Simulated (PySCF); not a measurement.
H3NOSi, singlet, at a GFN2-xTB geometry. Base run: PySCF with PBE0/6-31+G*.

Input for PySCF:
```python
from pyscf import gto, scf, dft, solvent

mol = gto.Mole()
mol.atom = '''
    Si   -0.28601121    0.07788246    0.56873758
    O     0.59991377    1.22201520   -0.17362237
    H     1.03484980    1.12405843   -1.02343158
    N    -0.20776868   -1.23481266   -0.53701221
    H     0.28777334   -1.23228115   -1.42125859
    H    -0.66339559   -2.11456465   -0.36957155
'''
mol.basis = '6-31+g*'
mol.verbose = 3
mol.build()

mf = dft.RKS(mol)
mf.xc = 'pbe0'
mf.kernel()
```

The base run was repeated with changes; each row names its change, and settings that it needs were set with it.

```json
[
 {"change": "base", "ΔE vs base (kcal/mol)": "0.000", "dipole (D)": "3.30", "HOMO-LUMO gap (eV)": "6.05"},
 {"change": "model = IEF-PCM; solvent = dichloromethane; lebedev_order = 41", "ΔE vs base (kcal/mol)": "-6.98", "dipole (D)": "4.18", "HOMO-LUMO gap (eV)": "6.06"},
 {"change": "model = IEF-PCM; solvent = dichloromethane", "ΔE vs base (kcal/mol)": "-6.95", "dipole (D)": "4.18", "HOMO-LUMO gap (eV)": "6.06"},
 {"change": "model = IEF-PCM; solvent = dichloromethane; vdw_scale = 1.1", "ΔE vs base (kcal/mol)": "___", "dipole (D)": "___", "HOMO-LUMO gap (eV)": "___"},
 {"change": "model = ddCOSMO; solvent = dichloromethane", "ΔE vs base (kcal/mol)": "___", "dipole (D)": "___", "HOMO-LUMO gap (eV)": "___"},
 {"change": "model = COSMO; solvent = dichloromethane", "ΔE vs base (kcal/mol)": "-6.98", "dipole (D)": "4.17", "HOMO-LUMO gap (eV)": "6.06"},
 {"change": "model = IEF-PCM; solvent = dichloromethane; vdw_scale = 1.0", "ΔE vs base (kcal/mol)": "-11.65", "dipole (D)": "4.48", "HOMO-LUMO gap (eV)": "6.10"},
 {"change": "model = IEF-PCM; solvent = tetrahydrofuran", "ΔE vs base (kcal/mol)": "___", "dipole (D)": "___", "HOMO-LUMO gap (eV)": "6.06"},
 {"change": "model = IEF-PCM; solvent = dimethylsulfoxide", "ΔE vs base (kcal/mol)": "-8.21", "dipole (D)": "4.34", "HOMO-LUMO gap (eV)": "6.06"},
 {"change": "model = SS(V)PE; solvent = dichloromethane", "ΔE vs base (kcal/mol)": "-6.87", "dipole (D)": "4.16", "HOMO-LUMO gap (eV)": "6.06"},
 {"change": "model = IEF-PCM; solvent = dichloromethane; vdw_scale = 1.4", "ΔE vs base (kcal/mol)": "-4.28", "dipole (D)": "3.94", "HOMO-LUMO gap (eV)": "6.04"},
 {"change": "model = C-PCM; solvent = dichloromethane", "ΔE vs base (kcal/mol)": "-7.44", "dipole (D)": "4.23", "HOMO-LUMO gap (eV)": "6.06"}
]
```

Task: What belongs in the gaps?

Result: 
- model = IEF-PCM; solvent = dichloromethane; vdw_scale = 1.1, ΔE vs base (kcal/mol): -8.98
- model = IEF-PCM; solvent = dichloromethane; vdw_scale = 1.1, dipole (D): 4.32
- model = IEF-PCM; solvent = dichloromethane; vdw_scale = 1.1, HOMO-LUMO gap (eV): 6.07
- model = ddCOSMO; solvent = dichloromethane, ΔE vs base (kcal/mol): -5.27
- model = ddCOSMO; solvent = dichloromethane, dipole (D): 4.08
- model = ddCOSMO; solvent = dichloromethane, HOMO-LUMO gap (eV): 6.09
- model = IEF-PCM; solvent = tetrahydrofuran, ΔE vs base (kcal/mol): -6.66
- model = IEF-PCM; solvent = tetrahydrofuran, dipole (D): 4.14

The base is the gas phase, so ΔE is the electrostatic part of solvation at a fixed geometry, without cavity and dispersion terms.
